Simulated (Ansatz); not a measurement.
Consider the cleavage of the Si–Si bond: `O/C=C/[SiH2][SiH3]` + `N=CF` → `F/C=N/[SiH3]` + `O/C=C/[SiH3]`.

Gas-phase electronic energies from Ansatz, PBE0-D4/def2-TZVP geometries. CCSD(T)/CBS adds triple-zeta CCSD(T) − MP2 to the extrapolated MP2 energy (def2 sets, frozen cores). This one scheme is used for every species. Double bonds are as drawn, so ΔE can hold a change between cis and trans. DFT in def2-TZVPP. Each species was taken in one conformer, which may not be the lowest.

`O/C=C/[SiH2][SiH3]`:

```xyz
13

O     0.271   -3.073   -0.858
C    -0.084   -1.772   -0.940
C    -0.379   -1.038    0.131
Si   -0.821    0.748   -0.005
Si    0.745    2.101    1.094
H     0.432   -3.424   -1.737
H    -0.115   -1.357   -1.947
H    -0.324   -1.524    1.102
H    -0.859    1.115   -1.451
H    -2.164    1.027    0.579
H     0.875    1.687    2.519
H     2.083    1.975    0.452
H     0.341    3.534    1.061
```

`N=CF`:

Cartesian coordinates in Å:
```
N -0.593 0.727 0.182
C 0.297 -0.102 -0.070
F 1.542 0.305 -0.293
H -1.483 0.261 0.328
H 0.237 -1.190 -0.147
```

`F/C=N/[SiH3]`:

Cartesian coordinates in Å:
```
F -0.089 2.238 -1.566
C -0.003 1.344 -0.578
N -0.102 0.133 -0.796
Si -0.009 -1.121 0.398
H 0.157 1.871 0.369
H 1.115 -2.016 0.035
H 0.216 -0.574 1.768
H -1.284 -1.875 0.371
```

`O/C=C/[SiH3]`:

```xyz
10

O    -1.036    0.147    2.265
C    -0.195   -0.014    1.226
C    -0.478    0.126   -0.070
Si    0.802   -0.134   -1.372
H    -1.908    0.388    1.933
H     0.794   -0.287    1.581
H    -1.494    0.402   -0.352
H     0.418   -1.223   -2.312
H     2.084   -0.498   -0.710
H     1.013    1.093   -2.190
```

CCSD(T)/CBS gives -0.53 eV.

(1) Another level gave -0.53 eV. Which?
A. PBE0/def2-TZVPP
B. CCSD(T)/def2-TZVPP
C. PBE-D4/def2-TZVPP
D. ωB97M-V/def2-TZVPP

Largest T1 diagnostic among the species: 0.014.

## Answers

(1) B. CCSD(T)/def2-TZVPP -0.53, PBE0 -0.42, PBE-D4 -0.36, ωB97M-V -0.58 eV.

From PBE to PBE0 (25 % exact exchange), in def2-TZVPP and without D4, ΔE moves by −0.05 eV. In def2-TZVPP, CCSD(T) changes the Hartree–Fock value by +0.21 eV (the triples alone add +0.02 eV) and MP2 by +0.10 eV.
